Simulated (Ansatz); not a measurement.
The cluster Ca2S2. Total charge 0; singlet. Geometry relaxed at r2SCAN-D4/def2-TZVP.

```xyz
4

Ca   -0.4829   -0.3526   -1.5366
Ca    0.4876    0.3432    1.5373
S     1.6212    0.7601   -0.6839
S    -1.6259   -0.7507    0.6832
```

The structure comes from a short search, and lower isomers may exist.

(1) Estimate the harmonic wavenumbers at RKS r2SCAN-D4/def2-TZVP (Ansatz, unscaled). Is this a minimum?

## Answers

(1) 115, 193, 288, 348, 366, 368 cm⁻¹. Yes, no mode is imaginary beyond noise. Zero-point energy 10.0 kJ/mol. Run time 18 s (4 threads of Arm Neoverse V1 on a shared host).
